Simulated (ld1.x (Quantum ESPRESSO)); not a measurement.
The numbers below are computed, except where a source is named.
**Potentials for Al compared**

Generated with ld1.x 7.5 (TM, RRKJ, ultrasoft, PAW), atompaw 4.2 or ONCVPSP 4.0.1. The cutoff is in Ry: for ld1.x and atompaw files where the sum of valence levels is converged to 10 mRy in a Bessel basis, for ONCV files where the hardest occupied wave has 1 mHa per electron of residual kinetic energy. The error is the largest all-electron minus pseudo excitation energy over each file’s own four to seven test configurations (ionisations up to +4, promotions, holes and added fractions of an electron), all of which were solved. The labels leave out finer settings (local radius, basis sizes, second energies), which also bear on the numbers. Spin-polarised tests are not counted. The rows are a selection from randomly drawn settings: files with unsolved tests, undetermined cutoffs or missed reference levels are left out.

A true bound ghost makes a file unfit for plane-wave use even where its test errors are small: the radial tests pick states by their node count and pass the ghost by.

| potential | cutoff (Ry) | largest error (meV) | bound ghosts |
| --- | --- | --- | --- |
| PAW, LDA (PZ), scalar-relativistic, rc 2.54/2.10/1.90 (spd), local smoothed, core correction yes, reference 3s1 3p0 | 6 | -21 | none |
| ultrasoft, LDA (PZ), non-relativistic, rc 1.70/1.85 (sp), local smoothed, core correction no, reference 3s2 3p1 | 10 | +72 | none |
| TM semilocal, PBE, scalar-relativistic, rc 1.65/2.20 (sp), local s, core correction yes, reference 3s2 3p0 | 10 | -13 | none |
| TM, PBE, scalar-relativistic, rc 1.65/1.75 (sp), local p, core correction yes, reference 3s2 3p1 | 12 | +3.7 | none |
| PAW, LDA (PZ), non-relativistic, rc 1.65/2.15/1.60 (spd), local smoothed, core correction yes, reference 3s2 3p1 | 8 | -32 | s |

(1) Fill in the row for Al: TM, revPBE, scalar-relativistic, rc 2.25/1.70/2.20 (spd), local smoothed, core correction yes, reference 3s2 3p1.

## Answers

(1) cutoff 12 Ry, largest error +15 meV, bound ghosts: none.
